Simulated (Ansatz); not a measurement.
A geometry relaxed with B3LYP-D3(BJ)/def2-TZVP run with Ansatz (a first-principles code), charge 1, multiplicity 1:

```xyz
10

H     -0.9381     1.9212     0.3630
H     -1.1466    -0.7928    -1.9979
Si     0.0151    -0.3271    -0.0930
H      2.2257    -0.8851    -0.3451
H     -0.8114    -1.4947     1.6963
H      0.6684     1.9548     0.4905
O     -0.1270     1.3960     0.4654
O      1.5825    -0.4178     0.1976
O     -1.0122    -1.1120     0.8359
O     -0.4565    -0.2424    -1.6127
```

Task: Write the SMILES of this molecule.

Result: `O[Si](O)(O)[OH2+]`
